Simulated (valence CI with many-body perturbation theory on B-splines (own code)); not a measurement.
# Rh⁴⁰⁺: key properties

Computed by configuration interaction combined with many-body perturbation theory (CI+MBPT): three valence electrons over a frozen Dirac-Fock core [He], a basis of 11 s, 11 p, 10 d, 8 f, 5 g, 2 h functions for each j, with the one-electron correlation potential Σ1 (screened to all orders), the two-electron term Σ2, the three-electron term Σ3, Breit, model QED; selected single and double excitations, second order for the rest, scaled by the run's own slope (own B-spline code, finite nucleus).

The last digits are not significant, and no measured levels were compared; by estimate large intervals hold to a few tenths of a per cent, small ones and those within an open d or f shell to about a per cent.

Levels are named by their leading jj configuration (3d3/2^4 stands for four electrons in 3d with j = 3/2), which in mixed levels can hold well under half, so a name can repeat and another be missing.

Rates and lifetimes use the calculated energies. Strong lines usually hold to 10 to 20 %, long lifetimes can be off by a factor of two.

Q: What is the ground level?

A: (2s^2 2p1/2) J=1/2, composition 99 % 2s²2p ²P°, g = 0.649.

Q: How well does LS coupling describe the low levels?

A: Among the lowest 20 levels the leading LS term, summed over configurations, holds 76 % on average. For single configurations the figures are 75 % in LS and 95 % in jj coupling. Terms mix most in the J = 3/2 level at 33.29 Ry, where the leading one holds 42 %.

Q: What is the ionisation energy?

A: 6163.1 eV; NIST lists 6161 ± 5 eV (semi-empirical).

Q: Where does the other parity begin?

A: At (2s 2p1/2^2) J=1/2, 9.09 Ry.

Q: Among levels below 368.57 Ry, which E1 lines absorb most strongly from the ground level?

A: to (2s^2 3d3/2) J=3/2 at 0.3465 nm, f = 0.771; to (2s 2p1/2 3p3/2) J=3/2 at 0.3398 nm, f = 0.206; to (2s 2p1/2 3p3/2) J=1/2 at 0.3403 nm, f = 0.134.
